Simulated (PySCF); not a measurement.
# Electron correlation in Ti+ (titanium, charge +1)

[Ar] 3d2 4s1, high-spin 4F determinant. All numbers are calculated (PySCF 2.14, scalar relativity by spin-free X2C-1e, in x2c-TZVPPall with one added diffuse shell each of s, p, d, f type (7s6p5d3f1g, 80 functions)). Frozen: [Ar]; 3 electrons correlated.

```tsv
level	correlation energy (mhartree)
CCSD	-13.91
(T)	-0.09
CCSD(T)	-14.00
```

Diagnostics: T1 = 0.0057, D1 = 0.0092, largest double amplitude 0.023.

**Question.** Is a single reference adequate?

**Answer.** Yes: T1 lies below 0.03 and no double amplitude reaches 0.07.
